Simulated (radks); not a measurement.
Results of a calculation; reference values are marked as such.
Q: These are the eigenvalues of the occupied orbitals of an atom or ion with whole-number occupations (hartree). Code: a radial shooting solver on a logarithmic mesh with Libxc functionals. Model: Dirac Kohn-Sham, PBE, spin-unpolarised, spherical densities, point nucleus.

orbital  eigenvalue
1s1/2     -33.11773
2s1/2      -3.37219
2p1/2      -2.53144
2p3/2      -2.52591
3p1/2      -0.60255
3p3/2      -0.60193

Which element is it, and in what charge state? The configuration may be excited. Open shells, if any, are shared by 2j + 1.

A: Z = 10, neon, charge +2: Ne2+ in [He] 2s1 2p4 3p1. The list shows which subshells hold electrons but not how many an open one holds; the 1s level, -33.118 hartree, gives Z - s = 8.1 by -(Z - s)^2/2, which with screening and relativity narrows Z to a few neighbours, and the depths of the outer levels then fix element, charge and occupations together.
